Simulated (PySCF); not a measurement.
## How methods differ on the ionisation energy of Ge²⁴⁺

Ge²⁴⁺ [He] 2s2 2p4 (3P) → Ge²⁵⁺ [He] 2s2 2p3 (4S), as a difference of total energies. Computed with PySCF 2.14 in an uncontracted even-tempered set (18 s from 5.5 bohr⁻², ratio 2.2; 11 p from 7.2 bohr⁻², ratio 2.2; 6 d from 35 bohr⁻², ratio 2.4; 5 f from 52 bohr⁻², ratio 2.4; 5 g from 79 bohr⁻², ratio 2.4), with no relativity, point nucleus. Correlated levels: nothing frozen; virtual orbitals above 40 to 60 times the deepest correlated orbital energy dropped. The calculations carry no spin-orbit coupling.

```csv
method,ionisation energy (eV)
UHF,2418.7
PBE,2421.2
PBE0,2421.0
r2SCAN,2421.8
BHandHLYP,2421.2
MP2 (all electrons),2420.3
SCS-MP2 (all electrons),2420.4
```

**Question.** Estimate what BP86 gives.

**Answer.** 2422.2 eV, closest to r2SCAN among the rows shown.

**Question.** Estimate what LDA gives.

**Answer.** 2417.8 eV, closest to UHF among the rows shown.

Spin-orbit coupling is strong in these open shells (close to jj coupling). The scalar numbers leave it out and a first-order estimate fails, so it can dominate the gap to the real levels.

The gap to the reference is mostly relativistic.

For comparison: 2439 ± 5 eV (semi-empirical (NIST evaluation); NIST Atomic Spectra Database, ionization energies).
